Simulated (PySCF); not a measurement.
**Correlation energy of Ar(13+) (argon, charge +13)**

[He] 2s2 2p1, 2P determinant. Calculation: PySCF 2.14, in an even-tempered Gaussian basis (18 s from 1.6 bohr⁻², ratio 2.2; 11 p from 2 bohr⁻², ratio 2.2; 6 d from 10 bohr⁻², ratio 2.4; 5 f from 15 bohr⁻², ratio 2.4; 5 g from 22 bohr⁻², ratio 2.4); no relativity, point nucleus. Frozen: nothing; 5 electrons correlated; the 14 highest virtual orbitals of each spin left out.

MP2 pair energies summed by pair of shells (mhartree):

```
 pair  energy  share (%)
2s-2s  -79.94       45.7
1s-1s  -40.21       23.0
2s-2p  -33.89       19.4
1s-2s  -12.58        7.2
1s-2p   -8.37        4.8
```

Total MP2 correlation energy: -175.00 mhartree.

Same-spin part -11.58 and opposite-spin part -163.42 mhartree; SCS-MP2 scales them by 1/3 and 6/5 to -199.97 mhartree.
